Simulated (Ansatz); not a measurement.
Ga14P13H34⁻, a nanocrystal cut from zinc blende GaP (hydrogen-capped). Total charge -1; triplet. Geometry PBE-D4/def2-SVP, that of the charge -1 singlet; atoms count from 1.

Cartesian coordinates in Å:
```
P -3.791 -1.320 -1.825
P -0.065 -2.408 -3.486
P -3.840 -0.838 1.861
P -0.883 -0.724 3.836
P 2.867 -2.715 -1.111
P 2.590 -1.697 2.351
P -0.547 -1.760 0.206
P -0.884 0.967 -2.524
P -1.354 1.905 1.129
P 2.207 0.967 -0.252
P 2.672 -0.014 -3.781
P 1.732 1.812 3.385
P 1.219 4.500 0.211
Ga -2.872 -2.251 0.243
Ga 0.553 -3.226 -1.263
Ga -3.125 0.499 -3.301
Ga 0.314 -0.140 -4.214
Ga 0.263 -2.245 2.403
Ga -3.193 -1.383 4.120
Ga -3.715 1.423 1.024
Ga -0.691 1.600 3.360
Ga 3.826 -3.310 1.044
Ga 3.522 -0.481 -1.562
Ga 3.145 0.566 1.879
Ga -0.123 0.507 -0.293
Ga -1.197 4.174 0.404
Ga 2.691 3.139 -1.142
H -5.179 -1.116 -1.545
H -3.957 -2.452 -2.693
H 0.452 -3.299 -4.482
H -1.456 -2.655 -3.718
H -5.226 -1.198 1.759
H -0.248 -0.902 5.110
H 3.537 -3.531 -2.083
H 3.036 -1.918 3.697
H -0.636 2.359 -2.743
H 3.348 -0.791 -4.778
H 3.104 1.282 -4.201
H 2.185 1.540 4.716
H 2.132 3.186 3.333
H 1.803 4.579 1.516
H 1.455 5.865 -0.160
H -3.196 -3.801 0.234
H 0.204 -4.766 -1.218
H -2.917 -0.224 -4.710
H -4.098 1.722 -3.124
H -0.022 0.110 -5.734
H 0.041 -3.756 2.815
H -3.249 -2.956 4.331
H -3.903 -0.384 5.127
H -4.466 2.408 2.013
H -4.133 1.344 -0.509
H -1.301 2.561 4.455
H 3.341 -4.768 1.434
H 5.362 -2.918 0.990
H 5.085 -0.253 -1.544
H 4.666 0.955 2.064
H -1.688 4.294 -1.102
H -1.692 5.176 1.528
H 2.095 3.218 -2.616
H 4.200 3.540 -0.864
```

Single mean-field runs in def2-SVP are fitted with def2-universal-jkfit. The highest occupied level of the charge -1 triplet lies above zero (up to 0.35 eV). By energy differences its removal costs 0.52 eV (vertical, to the charge 0 doublet, at PBE0-D4/def2-SVP); self-interaction error and the lack of diffuse functions both raise the level. At PBE0-D4/def2-SVP a singlet of charge -1 lies 4.85 eV below the triplet at the same geometry.

**Question.** Estimate the Mulliken populations of the heavy atoms from the PBE0/def2-SVP orbitals of Ansatz.

**Answer.** 
| atom | charge (e) | spin (α − β) |
| --- | --- | --- |
| P1 | -0.18 | 0.00 |
| P2 | -0.21 | 0.00 |
| P3 | -0.35 | 0.00 |
| P4 | -0.36 | 0.01 |
| P5 | -0.36 | 0.00 |
| P6 | -0.35 | 0.01 |
| P7 | -0.57 | 0.05 |
| P8 | -0.35 | 0.03 |
| P9 | -0.42 | 0.32 |
| P10 | -0.40 | 0.24 |
| P11 | -0.18 | 0.01 |
| P12 | -0.19 | 0.07 |
| P13 | -0.16 | 0.07 |
| Ga14 | 0.37 | 0.02 |
| Ga15 | 0.39 | 0.01 |
| Ga16 | 0.16 | 0.05 |
| Ga17 | 0.32 | 0.03 |
| Ga18 | 0.35 | 0.00 |
| Ga19 | 0.23 | 0.00 |
| Ga20 | 0.19 | 0.13 |
| Ga21 | 0.35 | 0.04 |
| Ga22 | 0.22 | 0.01 |
| Ga23 | 0.25 | 0.17 |
| Ga24 | 0.31 | 0.08 |
| Ga25 | 0.29 | 0.33 |
| Ga26 | 0.21 | 0.00 |
| Ga27 | 0.18 | 0.03 |
Mulliken values and Mayer orders depend strongly on the basis.

**Question.** Where does the spin sit?

**Answer.** Summed by element: P 0.79, Ga 0.89, H 0.31, of 2 unpaired in all. Largest on single atoms: Ga25 0.33, P9 0.32, P10 0.24.

**Question.** And the Mayer bond orders between bonded heavy atoms (over 0.3)?

**Answer.** P1–Ga14 0.66 (2.45 Å); P1–Ga16 0.65 (2.44 Å); P2–Ga15 0.62 (2.45 Å); P2–Ga17 0.69 (2.41 Å); P3–Ga14 0.83 (2.36 Å); P3–Ga19 0.68 (2.41 Å); P3–Ga20 0.71 (2.41 Å); P4–Ga18 0.77 (2.38 Å); P4–Ga19 0.68 (2.42 Å); P4–Ga21 0.78 (2.38 Å); P5–Ga15 0.79 (2.38 Å); P5–Ga22 0.66 (2.43 Å); P5–Ga23 0.79 (2.37 Å); P6–Ga18 0.75 (2.39 Å); P6–Ga22 0.69 (2.42 Å); P6–Ga24 0.79 (2.38 Å); P7–Ga14 0.73 (2.38 Å); P7–Ga15 0.80 (2.35 Å); P7–Ga18 0.72 (2.39 Å); P7–Ga25 0.81 (2.36 Å); P8–Ga16 0.69 (2.42 Å); P8–Ga17 0.85 (2.35 Å); P8–Ga25 0.74 (2.40 Å); P9–Ga20 0.56 (2.41 Å); P9–Ga21 0.81 (2.35 Å); P9–Ga25 0.67 (2.34 Å); P9–Ga26 0.73 (2.39 Å); P10–Ga23 0.71 (2.35 Å); P10–Ga24 0.77 (2.36 Å); P10–Ga25 0.51 (2.38 Å); P10–Ga27 0.71 (2.40 Å); P11–Ga17 0.72 (2.40 Å); P11–Ga23 0.66 (2.42 Å); P12–Ga21 0.64 (2.43 Å); P12–Ga24 0.67 (2.41 Å); P13–Ga26 0.61 (2.45 Å); P13–Ga27 0.68 (2.42 Å).
